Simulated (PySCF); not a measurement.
# Electronic structure of Ru⁺ (ruthenium, charge +1) at the wB97M-V level

Configuration: [Kr] 4d6 5s1, high-spin 6D determinant (an excited configuration). Calculation: PySCF 2.14, in aug-cc-pwCVTZ-PP with ECP28MDF (8s8p7d4f3g, 122 functions); a scalar-relativistic core potential.

* Total energy: -94.0916 hartree
* One-electron energy: -158.5782 hartree
* Hartree (Coulomb) energy: 74.2282 hartree
* Exchange-correlation energy: -9.7416 hartree
* ⟨S²⟩: 8.7515
* ⟨L²⟩: 6.012
* Sum of ⟨r⟩: 21.27 bohr
* Sum of ⟨r²⟩: 38.32 bohr²
* Traceless quadrupole moment −½Σ⟨3z² − r²⟩ along its main axis: 0.689 e·bohr²
* Time after the integrals: roughly 17 core-seconds

```csv
shell,electrons,mean orbital energy (eV),spread (eV),"rms radius, mean of both spins (bohr)"
4s α,1,-96.381,0,1.09
4s β,1,-93.075,0,1.09
4p α,3,-65.182,1.230,1.21
4p β,3,-61.094,0.103,1.21
4d α,5,-20.608,1.344,1.71
4d β,1,-17.666,0,1.71
5s α,1,-15.067,0,3.09
```

Energies and moments cover only the electrons outside the core potential.
